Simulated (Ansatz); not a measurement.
Geometry optimisation, RKS LDA/def2-SVP in Ansatz 0.2.0.

The input (input.yaml):

```yaml
crystal:
  periodic: [false, false, false]
  atoms:
    - { symbol: Ge, position_ang: [0.117035, -0.413381, 0.209085] }
    - { symbol: H, position_ang: [0.648929, 0.040477, 1.58484] }
    - { symbol: O, position_ang: [1.418819, -0.480378, -0.982257] }
    - { symbol: H, position_ang: [1.274363, -1.166129, -1.655956] }
    - { symbol: O, position_ang: [-0.725537, 1.15564, -0.093467] }
    - { symbol: H, position_ang: [-0.479768, 1.580914, -0.938612] }
    - { symbol: H, position_ang: [-0.887967, -1.560323, 0.015218] }
    - { symbol: Cl, position_ang: [0.767994, 2.332105, 2.143598] }
    - { symbol: H, position_ang: [0.028833, 1.762176, 1.141651] }
basis:
  gaussian: { orbitals: def2-SVP }
hamiltonian:
  xc: lda
relax:
  f_tol: 0.03
  max_steps: 50
```

Run as:

```bash
$ ansatz run input.yaml --threads 2 --pin off --max-ram 3072MiB --backend cpu --events-out ev --progress --plain --runs-dir out
```

Question: Where does it end, and by what steps?

Answer: The forces met the threshold. After 4 steps the energy has fallen by 0.201 eV; H2 moved furthest, 0.40 Å.

```
step  energy less start (eV)  largest force component (eV/Å)  accepted
   0                  0.0000                           0.729       yes
   1                 -0.1635                           0.317       yes
   2                 -0.1916                           0.180       yes
   3                 -0.2000                           0.090       yes
   4                 -0.2013                           0.029       yes
```

```xyz
9
Properties=species:S:1:pos:R:3
Ge 0.137 -0.451 0.238
H 0.733 -0.344 1.644
O 1.425 -0.515 -0.963
H 1.215 -1.095 -1.719
O -0.669 1.143 -0.032
H -0.421 1.516 -0.904
H -0.912 -1.553 -0.032
Cl 0.704 2.523 2.107
H -0.049 2.028 1.084
```

Whether the end is a true minimum wasn't checked by a vibrational analysis.

Time of the run: 2.4 s on 2 threads of AMD EPYC 9R45 96-Core Processor (Zen 5), with other jobs on the host, peak memory 0.16 GiB.
